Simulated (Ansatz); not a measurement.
Consider the ligand exchange at the Sn–Br bond: `[Br][SnH2][Br]` + CH₃OH → `C[O][SnH2][Br]` + HBr.

Computed with Ansatz on PBE0-D4/def2-TZVP structures; ΔE is electronic, products minus reactants. CCSD(T)/CBS adds triple-zeta CCSD(T) − MP2 to the extrapolated MP2 energy (def2 sets, frozen cores). This one scheme is used for every species. Functionals use def2-TZVPP. B3LYP here is the variant with VWN-RPA as its local correlation; programs differ in this. HSE06 is defined as in plane-wave codes. def2 core potentials past Kr. For Br, Sn outer-core shells are correlated without core-valence functions, which leaves a few kJ/mol of doubt a bond. Scalar relativity is left out up to krypton. Each species was taken in one conformer, which may not be the lowest.

`[Br][SnH2][Br]`:

Cartesian coordinates in Å:
```
Br 1.901 -0.023 1.361
Sn -0.038 -0.164 -0.158
Br -1.493 1.772 0.317
H -0.902 -1.573 0.228
H 0.532 -0.011 -1.748
```

CH₃OH:

Cartesian coordinates in Å:
```
C -0.241 0.250 0.080
O 0.977 -0.453 0.167
H -0.200 1.054 0.816
H -1.106 -0.383 0.315
H -0.394 0.700 -0.908
H 0.963 -1.168 -0.471
```

`C[O][SnH2][Br]`:

Cartesian coordinates in Å:
```
C 1.016 -0.685 -0.822
O 0.598 -0.576 0.518
Sn -1.006 0.438 0.968
Br -0.644 2.743 0.127
H 1.274 0.289 -1.255
H 1.910 -1.314 -0.845
H 0.256 -1.155 -1.461
H -1.067 0.454 2.660
H -2.337 -0.193 0.112
```

HBr:

```xyz
2

Br    0.083    0.676   -0.202
H    -0.083   -0.676    0.202
```

| level | ΔE (kJ/mol) | difference from CCSD(T)/CBS |
| --- | --- | --- |
| LDA (SPW92) | 76.3 | -3.3 |
| PBE-D4 | 79.4 | -0.2 |
| revPBE-D4 | 76.9 | -2.7 |
| BLYP-D4 | 72.4 | -7.2 |
| r2SCAN-D4 | 79.8 | 0.2 |
| B97M-V | 74.9 | -4.7 |
| PBE0-D4 | 87.2 | 7.6 |
| B3LYP-D4 | 79.7 | 0.1 |
| r2SCAN0-D4 | 87.1 | 7.5 |
| HSE06-D4 | 87.8 | 8.2 |
| BHLYP-D4 | 87.8 | 8.2 |
| CAM-B3LYP-D4 | 76.5 | -3.1 |
| ωB97X-V | 78.6 | -1.0 |
| ωB97M-V | 81.3 | 1.7 |
| B2PLYP | 79.0 | -0.6 |
| PBE | 81.4 | 1.8 |
| BLYP | 76.8 | -2.8 |
| r2SCAN | 80.6 | 1.0 |
| PBE0 | 89.0 | 9.4 |
| B3LYP | 82.7 | 3.1 |
| r2SCANh | 83.7 | 4.1 |
| r2SCAN0 | 88.0 | 8.4 |
| HSE06 | 89.4 | 9.8 |
| BHLYP | 88.4 | 8.8 |
| CAM-B3LYP | 78.3 | -1.3 |
| LC-ωPBE | 81.0 | 1.4 |
| RPA@PBE/def2-TZVPP | 67.8 | -11.8 |
| HF/def2-SVP | 96.5 | 16.9 |
| MP2/def2-SVP | 75.7 | -3.9 |
| CCSD(T)/def2-SVP | 74.0 | -5.6 |
| HF/def2-TZVPP | 95.7 | 16.1 |
| MP2/def2-TZVPP | 76.7 | -2.9 |
| SCS-MP2/def2-TZVPP | 75.2 | -4.4 |
| CCSD/def2-TZVPP | 77.1 | -2.5 |
| CCSD(T)/def2-TZVPP | 73.8 | -5.8 |
| HF/def2-QZVPP | 94.8 | 15.2 |
| MP2/def2-QZVPP | 79.7 | 0.1 |
| SCS-MP2/def2-QZVPP | 78.0 | -1.6 |
| HF/CBS(def2) | 94.7 | 15.1 |
| CCSD/CBS(def2) | 82.8 | 3.2 |
| CCSD(T)/CBS | 79.6 | 0 |

Largest T1 diagnostic among the species: 0.012.

In def2-TZVPP, CCSD(T) changes the Hartree–Fock value by −21.8 kJ/mol (the triples alone add −3.2 kJ/mol) and MP2 by −19.0 kJ/mol. From PBE to PBE0 (25 % exact exchange), in def2-TZVPP and without D4, ΔE moves by +7.6 kJ/mol. At CCSD(T), def2-SVP lies −5.6 kJ/mol from the extrapolated value and def2-TZVPP −5.8 kJ/mol.
